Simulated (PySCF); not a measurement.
# Bond lengths and vibrations by method: BCH4Si cation

All numbers below are calculated, not measured. The program is PySCF 2.14.0, an open-source quantum chemistry code, run on an isolated molecule that a program drew, which may never have been made. The molecule is BCH4Si cation (charge +1, singlet), drawn as the SMILES string `C=B[SiH2+]`.

The geometry was optimised and harmonic frequencies were computed with HF and MP2, all in the cc-pV(D+d)Z basis, for the commonest isotopes, with a restricted reference for singlets and an unrestricted one otherwise, and a frozen core in MP2. Each result is a local minimum of its method.

Geometry at the HF minimum:
```xyz
7
BCH4Si cation, angstrom
C     2.3495   -2.5515    0.0723
B     1.3204   -1.6508   -0.2271
Si   -0.0833   -0.4225   -0.6354
H     3.3380   -2.4688   -0.3723
H     2.2116   -3.3786    0.7640
H     0.1380    0.6785   -1.5721
H    -1.4011   -0.5643   -0.0174
```

Lengths of the bonds as drawn, in Å (atoms numbered as above):
| bond | HF | MP2 |
|---|---|---|
| C1-B2 | 1.400 | 1.416 |
| B2-Si3 | 1.909 | 1.917 |
| C1-H4 | 1.087 | 1.101 |
| C1-H5 | 1.087 | 1.101 |
| Si3-H6 | 1.462 | 1.469 |
| Si3-H7 | 1.462 | 1.469 |

Rotational constants, in GHz:
```
constant     HF    MP2
       A  103.2  100.9
       B  4.163  4.112
       C  4.002  3.951
```

Harmonic frequencies in cm^-1, each column in rising order, so a row needn't be the same motion in every method:
```
rank    HF   MP2
   1   153   151
   2   188   173
   3   476   470
   4   550   483
   5   603   586
   6   719   652
   7   771   696
   8  1001   861
   9  1029   938
  10  1392     ?
  11  1599  1539
  12  2416  2350
  13  2453  2394
  14  3289  3151
  15  3382  3248
```

**Estimate the missing MP2 frequency from the HF column.**

A single factor s that minimises the squared misfit of MP2 against s times HF over the other rows is sum(HF x MP2) / sum(HF^2) = 0.9583, with an rms misfit of 38 cm^-1. For rank 10 it gives 0.9583 x 1392 = 1334 cm^-1. The calculation gives 1300 cm^-1, 34 cm^-1 below the estimate. The drawn bonds are on average 0.8 % longer in MP2 than in HF.
